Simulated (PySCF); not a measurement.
Species: C₅H₁₁As.
Z-matrix (Å and degrees, PBE0-D3(BJ)/def2-SVP geometry), rows numbered from 1:
```
C 
C   1  1.3405
C   2  1.5006  1  122.27
C   2  1.4967  1  121.64  3  -178.47
As  4  1.9971  2  110.74  1   103.93
C   5  1.9657  4   96.74  2   -75.63
H   1  1.0933  2  121.45  3    -0.04
H   1  1.0937  2  121.30  3  -179.54
H   3  1.1031  2  110.91  1  -122.31
H   3  1.0986  2  111.89  1    -1.13
H   3  1.1030  2  110.57  1   119.74
H   4  1.0993  2  111.59  1   -17.50
H   4  1.1023  2  110.99  1  -138.55
H   5  1.5285  4   94.34  2  -171.98
H   6  1.0992  5  108.13  4    70.76
H   6  1.0992  5  109.51  4  -171.00
H   6  1.0990  5  111.95  4   -49.42
```

The closed-shell ground state was solved at several levels (PySCF, density fitting, gas phase). The calculation is non-relativistic and has no spin–orbit coupling, an omission that weighs most on arsenic.

```tsv
level	basis functions	HOMO (eV)	LUMO (eV)	gap (eV)	dipole (D)
B3LYP/pcSseg-1	181	-6.41	-0.05	6.36	0.45
PBE0/pcSseg-1	181	-6.62	0.15	6.77	0.56
wB97X-D/def2-SVPD	226	-8.39	1.79	10.18	0.56
```

**Question.** What might B3LYP/pcJ-1 (pcSseg-1 on As) (286 basis functions) give for the same quantities?

**Answer.** HOMO -6.41 eV, LUMO -0.05 eV, gap 6.36 eV, dipole 0.48 D.

**Question.** How far do the dipole and the HOMO energy spread over the levels?

**Answer.** The dipole runs from 0.45 to 0.56 D (mean 0.51 D) and the HOMO from -8.39 to -6.41 eV.

One conformer stands for the species.
